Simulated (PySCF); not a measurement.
Gas-phase reaction: Ga₂F₆ + 2 O₂ = Ga₂O + 3 F₂O

Computed with PySCF and rigid-rotor harmonic-oscillator thermochemistry at 1 bar. † marks an energy on the PBE0/def2-TZVP geometry and frequencies; other levels use their own. MP2 freezes the core. Open shells (unrestricted): O₂ (multiplicity 3); the rest are closed-shell singlets. B3LYP is the form with VWN-RPA correlation. Ga: all electrons, no relativistic terms. Ga₂F₆: computed as isolated molecules; such fragments, hydroxides, amides, oligomers or adducts are transient or little studied in the gas. MP2 isn't extrapolated to the basis-set limit; its ΔH°(298 K) is 2194.3 kJ in def2-SVP and 2089.6 kJ in def2-TZVPP. The harmonic model lacks anharmonicity and excited electronic states, which grow with temperature; levels with a mode under 35 cm⁻¹ are left out. Soft modes under 120 cm⁻¹ make the harmonic entropy rough for Ga₂F₆, Ga₂O.

| level | ΔE electronic, kJ | ΔH°(298 K), kJ | ΔS°(298 K), J/K | ΔG°(1800 K), kJ |
|---|---|---|---|---|
| B3LYP/def2-TZVP† | 1861 | 1854 | 187 | 1557 |
| HF/def2-TZVP† | 2322 | 2314 | 187 | 2017 |
| MP2/def2-TZVPP† | 2097 | 2090 | 187 | 1792 |
| PBE/def2-SVP | 1814 | 1803 | 190 | 1494 |
| PBE0/def2-TZVP | 1918 | 1911 | 187 | 1613 |
| r2SCAN/def2-TZVP† | 1948 | 1941 | 187 | 1643 |
| LDA/def2-TZVP† | 1783 | 1776 | 187 | 1479 |
| ωB97M-V/def2-TZVP† | 1907 | 1900 | 187 | 1602 |
ΔH° is lowest at LDA/def2-TZVP† and highest at HF/def2-TZVP†. No reference value is set beside these.
